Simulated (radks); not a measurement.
The numbers below are computed, except where a source is named.
Task: Er, configuration [Xe] 4f12 6s1.5 6p0.5 (fractional occupations, a model configuration). Code: a radial shooting solver on a logarithmic mesh with Libxc functionals. Model: scalar-relativistic Kohn-Sham, exchange-only r2SCAN, spin-polarised, spherical densities, finite nucleus; open shells are filled with parallel spins first (spin-orbit coupling, left out, can overturn this in heavy ions); meta-GGA in the generalised Kohn-Sham scheme; Fermi nuclear charge, rms radius 5.2516 fm. Some entries of the table are withheld. Estimate them.

orbital,occ.,eigenvalue (hartree),<r> (bohr),<1/r> (bohr^-1)
1s up,1,-2111.095,0.02037,77.54
1s down,1,-2111.094,0.02037,77.54
2s up,1,-355.5392,0.08644,18.07
2s down,1,-355.5390,0.08644,18.07
2p up,3,-314.3437,0.07673,16.67
2p down,3,-314.3433,0.07672,16.67
3s up,1,-80.01400,0.2250,6.674
3s down,1,-79.97108,0.2250,6.677
3p up,3,-67.41365,0.2243,6.228
3p down,3,-67.37063,0.2242,6.231
3d up,5,-51.62315,0.2039,5.893
3d down,5,-51.59009,0.2038,5.896
4s up,1,-16.01556,0.5084,2.805
4s down,1,-15.92101,0.5084,2.804
4p up,3,-11.84693,0.5390,2.568
4p down,3,-11.75298,0.5390,2.568
4d up,5,-6.23329,0.5838,2.268
4d down,5,-6.13954,0.5842,2.266
5s up,1,-1.98142,1.255,1.054
5s down,1,-1.93724,1.264,1.044
5p up,3,-1.01715,1.487,0.8766
5p down,3,-0.98722,1.498,0.8675
6s up,1,(1),4.191,0.2960
4f up,7,-0.13441,0.8184,1.655
6s down,0.5,(2),4.221,0.2969
4f down,5,-0.05180,0.8448,1.629
6p up,0.5,-0.04855,5.606,0.2210

Result: 
(1) 6s up eigenvalue (hartree): -0.15390
(2) 6s down eigenvalue (hartree): -0.10783
